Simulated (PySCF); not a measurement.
Hf(I)4, SMILES [I][Hf]([I])([I])[I] (HfI₄), PBE0/def2-SVP optimised geometry. Atoms within 1.6 Å of the plane z = 1.5 Å (x, y, z in Å): Hf1 (-0.90, -1.27, 0.00), I3 (1.78, -1.27, 0.00), I4 (-1.78, 1.27, 0.00), I5 (-1.80, -2.53, 2.19).

Calculation: PBE0/def2-TZVP, def2 effective core potentials past Kr (PySCF). The core electrons that the potentials of Hf, I replace are not part of the density.

Map of the electron localisation function on the plane z = 1.5 Å:

```
|                             |
|                             |
|                             |
|      .....                  |
|    .:--=--:.                |
|   .-=+***+=-.               |
|  .-=*##%##*=-.              |
| .:=*#%%@%%#*=:              |
| .-+#%@@@@@%*+:              |
| .=*#%@@@@@%#+:              |
| :=*#%@@@@@%*=.              |
| .-+#%%@@%%#*-.              |
|  :=+##%%%#*=:    ..:::.     |
|   :-=+***+=:.   .:=++=-:.   |
|    ..:::::..   .-+*##*+=:   |
|       ...     .:+*#%%##+-.  |
|      .....    .=*#%@@%%*=:  |
|   .:-===-:.   .=#%@@@@%#+-. |
| .:=+#%%%#+-.  .=#%@@@@%#+-. |
|.:+*%@@@@@%*=...-*%@@@@%#+-. |
|:=*%@@@%%%@%*-..:+#%@@@%#+:. |
|-+#@@@*==+%@%+: .=*%%%%#*=:  |
|-*%@@%=::-*@@#:  :+####*+-.  |
|-*%@@#---:+@@#-  .:+***+-.   |
|-*%@@%=-:-*@@#-   .:===-.    |
|:+#@@@#++*%@@#-    ..:..     |
|.=*%@@@@@@@@%*-              |
| :+#%@@@@@@%#+:              |
| .-+#%%@@@%#*=.              |
```
Scale: ten equal steps from 0.000 (start of ' ') to 0.803 (end of '@'), in the order ' .:-=+*#%@'; x runs from -4.00 to 4.00, y from -4.00 (bottom) to 4.00 (top).
